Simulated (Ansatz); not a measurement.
Base molecule (SMILES): [Y][I]. Structures are relaxed separately at B3LYP-D3(BJ)/def2-TZVP in Ansatz (an electronic-structure program). Correlated levels leave the core frozen unless marked. UHF or UKS for open shells. No spin-orbit coupling. The frozen core is the preceding noble-gas configuration, with the filled d and f shells of earlier blocks. In def2 rows, elements after Kr have scalar-relativistic effective core potentials. CBS(X,Y): correlation extrapolated as X^-3; Hartree-Fock from the larger set. Unstable Hartree-Fock reference: [Y][I], [Br][Y], [Cl][Y]. A spin state is the lowest found, not a proven ground state. Vertical energies are electronic, to the SCF solution reached for that spin. For linear members the cation may be one component of a degenerate state.

Levels, all with Ansatz: PBE/def2-TZVPD, and a column headed coupled cluster (CCSD(T) or an MP2 limit with a CCSD(T) correction), which has limits of its own: vertical ionisation energy to the doublet at CCSD(T)/CBS(def2-TZVPPD,def2-QZVPPD).

```json
[
 {"property of the base": "vertical ionisation energy to the doublet (eV)", "coupled cluster": "6.47", "PBE": "6.30"}
]
```

One change at a time; values at coupled cluster, with the shift from the base at coupled cluster and at PBE:
- I replaced by Br, giving [Br][Y]: vertical ionisation energy to the doublet 6.53 eV (+0.06; PBE +0.12).
- I replaced by Cl, giving [Cl][Y]: vertical ionisation energy to the doublet 6.56 eV (+0.09; PBE +0.18).
